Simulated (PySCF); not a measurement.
# Reading the logs of faulty runs: Al2BFH3

All numbers below are calculated, not measured. They come from PySCF 2.14.0, an open-source quantum chemistry program, on an isolated molecule that a program drew, which may never have been made. The molecule is Al2BFH3 (charge 0, doublet), drawn as the SMILES string `[F][AlH][B][AlH2]`.

Each row is a Hartree-Fock (HF) and frozen-core CCSD(T) single point in the cc-pV(D+d)Z basis, meant for a local HF minimum. Run 1 is clean. Each other run has one planted mistake out of seven kinds, and not every kind appears here: one electron removed, one electron added, multiplicity raised by two, geometry at a saddle point, minimal basis STO-3G, one bond length entered in bohr, all coordinates scaled. The reference is restricted for singlets and unrestricted otherwise, and also for a bond in bohr. Adding or removing an electron swaps singlet and doublet. Electrons count all cores. HOMO and LUMO are orbital energies over both spins, the gradient is its largest component, and the lowest frequency (negative if imaginary) is given only where the gradient is small. Bond lengths are over the 6 bonds as drawn. T1 is the CCSD diagnostic: over 0.02 (restricted) or 0.045 (unrestricted) a single reference is doubtful.

Geometry of the clean run:
```xyz
7
Al2BFH3, angstrom
F     0.3372    1.2390   -2.9756
Al    1.6160    1.9344   -2.1772
B     2.1524    1.1224   -0.3177
Al    2.7119    0.3300    1.5461
H     2.3217    3.1489   -2.8850
H     1.9196   -0.8972    2.1531
H     3.9282    0.9741    2.3283
```

| run | electrons | basis functions | <S^2> | HOMO (eV) | LUMO (eV) | gradient (hartree/bohr) | lowest frequency (cm^-1) | mean bond (Å) | longest bond (Å) | T1 | HF (hartree) | CCSD(T) (hartree) | mistake |
|---|---|---|---|---|---|---|---|---|---|---|---|---|---|
| 1 | 43 | 89 | 0.757 | -8.70 | 0.15 | 2.4e-05 | 94 | 1.7663 | 2.101 | 0.0159 | -609.70140 | -610.11942 | no fault |
| 2 | 43 | 89 | 1.697 | -7.93 | -0.02 | 7.9e-03 | - | 2.0125 | 3.137 | 0.0824 | -609.52922 | -609.92777 | one bond length entered in bohr |
| 3 | 43 | 31 | 0.766 | -5.34 | 7.41 | 3.4e-02 | - | 1.7663 | 2.101 | 0.0180 | -602.08830 | -602.22520 | minimal basis STO-3G |
| 4 | 44 | 89 | 0.000 | -1.36 | 5.44 | 3.6e-02 | - | 1.7663 | 2.101 | 0.0179 | -609.71496 | -610.17247 | one electron added |
| 5 | 43 | 89 | 3.756 | -8.49 | -1.23 | 9.2e-03 | - | 1.7663 | 2.101 | 0.0245 | -609.63500 | -610.05306 | multiplicity raised by two |
| 6 | 43 | 89 | 0.760 | -8.53 | 0.15 | 4.1e-02 | - | 1.8970 | 2.257 | 0.0180 | -609.67469 | -610.09762 | ? |

**Which mistake was planted in run 6, and what did it cost?**

The mean and the longest bond both change by the same factor, 1.074, and the gradient is no longer small. So the mistake is: all coordinates scaled. Subtracting run 1 and multiplying by 627.51 kcal/mol a hartree, the energy moved by 16.8 kcal/mol in HF and 13.7 kcal/mol in CCSD(T).

Cautions from the logs. Run 2: T1 is over the limit, so its CCSD(T) energy is less reliable.
